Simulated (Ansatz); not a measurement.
Consider the substitution at a C–C bond: `C=CCC=O` + `[NH2][SbH2]` → `O=C[NH][SbH2]` + `C=CC`.

Gas-phase electronic energies from Ansatz, PBE0-D4/def2-TZVP geometries. CCSD(T)/CBS adds triple-zeta CCSD(T) − MP2 to the extrapolated MP2 energy (def2 sets, frozen cores). Functionals use def2-TZVPP. B3LYP here is the variant with VWN-RPA as its local correlation; programs differ in this. HSE06 is defined as in plane-wave codes. def2 core potentials past Kr. For Sb outer-core shells are correlated without core-valence functions, which leaves a few kJ/mol of doubt a bond. Each species was taken in one conformer, which may not be the lowest.

```
           level  ΔE (kJ/mol)  difference from CCSD(T)/CBS
     LDA (SPW92)        -95.7                        -22.6
          PBE-D4        -87.5                        -14.4
         BLYP-D4        -87.6                        -14.5
        B3LYP-D4        -83.9                        -10.8
      r2SCANh-D4        -85.3                        -12.2
      r2SCAN0-D4        -83.0                         -9.9
        HSE06-D4        -82.4                         -9.3
        PBE-QIDH        -79.0                         -5.9
          revPBE        -82.7                         -9.6
            PBE0        -81.3                         -8.2
           B3LYP        -81.4                         -8.3
           BHLYP        -77.6                         -4.5
   CCSD/def2-SVP        -81.0                         -7.9
CCSD(T)/def2-SVP        -83.5                        -10.4
   HF/def2-QZVPP        -70.2                          2.9
  CCSD/CBS(def2)        -70.4                          2.7
     CCSD(T)/CBS        -73.1                            0
```

Largest T1 diagnostic among the species: 0.017.

At CCSD(T), def2-SVP lies −10.4 kJ/mol from the extrapolated value and def2-TZVPP +1.0 kJ/mol. Leaving LDA and LC-ωPBE aside and taking each functional with its dispersion term where it has one, the values, not all of them listed here, spread over 11.0 kJ/mol, from BLYP-D4 to ωB97M-V. LDA lies −9.6 kJ/mol from PBE without D4.

CCSD(T)/CBS has its own doubt, a few kJ/mol and more with outer-core shells, so smaller differences from it don't rank the levels.
